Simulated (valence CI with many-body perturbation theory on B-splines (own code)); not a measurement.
**E1 transitions of Ga**

Calculated by configuration interaction combined with many-body perturbation theory (CI+MBPT): three valence electrons over a frozen Dirac-Fock core [Ar] 3d10, a basis of 11 s, 11 p, 10 d, 8 f, 5 g, 2 h functions for each j, with the one-electron correlation potential Σ1 (screened to all orders), the two-electron term Σ2, the three-electron term Σ3, Breit, model QED; selected single and double excitations, second order for the rest, scaled by the run's own slope (own B-spline code, finite nucleus).

Against 7 measured levels this calculation errs by 178 cm⁻¹ on average and by 257 at most. These come from a selection out of the NIST Handbook of Basic Atomic Spectroscopic Data. Levels without a partner in it may be off by more.

Lines 101 to 150 of 179 in falling wavelength, among levels below 45774 cm⁻¹, chosen from the strongest by gf and those to the six lowest levels. Wavelengths and rates use the calculated energies, so an error of 200 cm⁻¹ moves a line at 12220 Å by 2.4 % and its rate by three times that or more. Electric multipoles are in the length gauge, E1 and E2 with the static RPA response of the core. Weak lines are less certain than strong ones. Lines between different terms over intervals too small for the method are left out, as are lines whose strength nearly cancels. The highest levels of a list are the least certain.

| λ vac (Å) | Upper | Lower | A (s⁻¹) | S (a.u.) with core polarisation | S without |
| --- | --- | --- | --- | --- | --- |
| 13390 | 4s2 8p 2P°_3/2 | 4s2 6s 2S_1/2 | 2.31e+05 | 1.10e+00 | 1.10e+00 |
| 13200 | 4s2 5d 2D_3/2 | 4s2 5p 2P°_3/2 | 1.47e+06 | 6.67e+00 | 6.68e+00 |
| 13180 | 4s2 5d 2D_5/2 | 4s2 5p 2P°_3/2 | 8.75e+06 | 5.94e+01 | 5.94e+01 |
| 13010 | 4s2 5d 2D_3/2 | 4s2 5p 2P°_1/2 | 7.23e+06 | 3.14e+01 | 3.15e+01 |
| 12650 | 4s2 9p 2P°_1/2 | 4s 4p2 4P_3/2 | 1.81e+02 | 3.60e-04 | 3.60e-04 |
| 12640 | 4s2 9p 2P°_3/2 | 4s 4p2 4P_3/2 | 1.49e+01 | 5.93e-05 | 5.91e-05 |
| 12220 | 4s2 5p 2P°_1/2 | 4s2 5s 2S_1/2 | 1.86e+07 | 3.35e+01 | 3.35e+01 |
| 12090 | 4s2 9p 2P°_1/2 | 4s 4p2 4P_1/2 | 1.96e+02 | 3.42e-04 | 3.43e-04 |
| 12080 | 4s2 9p 2P°_3/2 | 4s 4p2 4P_1/2 | 2.34e+02 | 8.15e-04 | 8.20e-04 |
| 12060 | 4s2 5p 2P°_3/2 | 4s2 5s 2S_1/2 | 1.91e+07 | 6.63e+01 | 6.65e+01 |
| 11920 | 4s2 9p 2P°_1/2 | 4s2 6s 2S_1/2 | 2.19e+05 | 3.65e-01 | 3.66e-01 |
| 11910 | 4s2 9p 2P°_3/2 | 4s2 6s 2S_1/2 | 2.38e+05 | 7.95e-01 | 7.97e-01 |
| 11540 | 4s2 7p 2P°_1/2 | 4s2 4d 2D_3/2 | 2.76e+05 | 4.19e-01 | 4.21e-01 |
| 11530 | 4s2 7p 2P°_3/2 | 4s2 4d 2D_5/2 | 2.33e+05 | 7.04e-01 | 7.07e-01 |
| 11520 | 4s2 7p 2P°_3/2 | 4s2 4d 2D_3/2 | 2.57e+04 | 7.77e-02 | 7.80e-02 |
| 11190 | 4s2 7s 2S_1/2 | 4s2 5p 2P°_3/2 | 2.14e+06 | 2.97e+00 | 2.96e+00 |
| 11060 | 4s2 7s 2S_1/2 | 4s2 5p 2P°_1/2 | 1.13e+06 | 1.50e+00 | 1.50e+00 |
| 10860 | 4s2 5f 2F°_7/2 | 4s2 4d 2D_5/2 | 6.37e+06 | 3.22e+01 | 3.22e+01 |
| 10860 | 4s2 5f 2F°_5/2 | 4s2 4d 2D_5/2 | 4.25e+05 | 1.61e+00 | 1.62e+00 |
| 10850 | 4s2 5f 2F°_5/2 | 4s2 4d 2D_3/2 | 5.95e+06 | 2.25e+01 | 2.25e+01 |
| 9750 | 4s2 8p 2P°_1/2 | 4s2 4d 2D_3/2 | 1.01e+05 | 9.20e-02 | 9.26e-02 |
| 9745 | 4s2 8p 2P°_3/2 | 4s2 4d 2D_5/2 | 8.29e+04 | 1.51e-01 | 1.52e-01 |
| 9740 | 4s2 8p 2P°_3/2 | 4s2 4d 2D_3/2 | 9.12e+03 | 1.66e-02 | 1.67e-02 |
| 9684 | 4s2 6d 2D_3/2 | 4s2 5p 2P°_3/2 | 7.39e+05 | 1.32e+00 | 1.33e+00 |
| 9679 | 4s2 6d 2D_5/2 | 4s2 5p 2P°_3/2 | 4.43e+06 | 1.19e+01 | 1.19e+01 |
| 9582 | 4s2 6d 2D_3/2 | 4s2 5p 2P°_1/2 | 3.70e+06 | 6.43e+00 | 6.44e+00 |
| 9493 | 4s2 6f 2F°_7/2 | 4s2 4d 2D_5/2 | 3.08e+06 | 1.04e+01 | 1.04e+01 |
| 9493 | 4s2 6f 2F°_5/2 | 4s2 4d 2D_5/2 | 2.06e+05 | 5.22e-01 | 5.22e-01 |
| 9488 | 4s2 6f 2F°_5/2 | 4s2 4d 2D_3/2 | 2.88e+06 | 7.28e+00 | 7.29e+00 |
| 8997 | 4s2 8s 2S_1/2 | 4s2 5p 2P°_3/2 | 1.05e+06 | 7.55e-01 | 7.52e-01 |
| 8936 | 4s2 9p 2P°_1/2 | 4s2 4d 2D_3/2 | 1.52e+04 | 1.07e-02 | 1.08e-02 |
| 8935 | 4s2 9p 2P°_3/2 | 4s2 4d 2D_5/2 | 1.07e+04 | 1.51e-02 | 1.53e-02 |
| 8930 | 4s2 9p 2P°_3/2 | 4s2 4d 2D_3/2 | 1.15e+03 | 1.61e-03 | 1.64e-03 |
| 8910 | 4s2 8s 2S_1/2 | 4s2 5p 2P°_1/2 | 5.51e+05 | 3.85e-01 | 3.83e-01 |
| 8437 | 4s2 7d 2D_3/2 | 4s2 5p 2P°_3/2 | 3.49e+05 | 4.14e-01 | 4.15e-01 |
| 8434 | 4s2 7d 2D_5/2 | 4s2 5p 2P°_3/2 | 2.10e+06 | 3.73e+00 | 3.74e+00 |
| 8360 | 4s2 7d 2D_3/2 | 4s2 5p 2P°_1/2 | 1.76e+06 | 2.03e+00 | 2.04e+00 |
| 8114 | 4s2 9s 2S_1/2 | 4s2 5p 2P°_3/2 | 5.99e+05 | 3.16e-01 | 3.14e-01 |
| 8043 | 4s2 9s 2S_1/2 | 4s2 5p 2P°_1/2 | 3.13e+05 | 1.61e-01 | 1.60e-01 |
| 7829 | 4s2 8d 2D_3/2 | 4s2 5p 2P°_3/2 | 1.42e+05 | 1.34e-01 | 1.35e-01 |
| 7827 | 4s2 8d 2D_5/2 | 4s2 5p 2P°_3/2 | 8.57e+05 | 1.22e+00 | 1.22e+00 |
| 7762 | 4s2 8d 2D_3/2 | 4s2 5p 2P°_1/2 | 7.18e+05 | 6.63e-01 | 6.64e-01 |
| 6483 | 4s2 6p 2P°_1/2 | 4s2 5s 2S_1/2 | 1.74e+06 | 4.67e-01 | 4.72e-01 |
| 6466 | 4s2 6p 2P°_3/2 | 4s2 5s 2S_1/2 | 1.95e+06 | 1.04e+00 | 1.05e+00 |
| 5404 | 4s2 7p 2P°_1/2 | 4s2 5s 2S_1/2 | 5.05e+05 | 7.86e-02 | 8.00e-02 |
| 5398 | 4s2 7p 2P°_3/2 | 4s2 5s 2S_1/2 | 5.91e+05 | 1.84e-01 | 1.87e-01 |
| 4975 | 4s2 8p 2P°_1/2 | 4s2 5s 2S_1/2 | 2.22e+05 | 2.69e-02 | 2.76e-02 |
| 4972 | 4s2 8p 2P°_3/2 | 4s2 5s 2S_1/2 | 2.64e+05 | 6.41e-02 | 6.54e-02 |
| 4754 | 4s2 9p 2P°_1/2 | 4s2 5s 2S_1/2 | 1.79e+05 | 1.90e-02 | 1.94e-02 |
| 4753 | 4s2 9p 2P°_3/2 | 4s2 5s 2S_1/2 | 2.09e+05 | 4.42e-02 | 4.50e-02 |
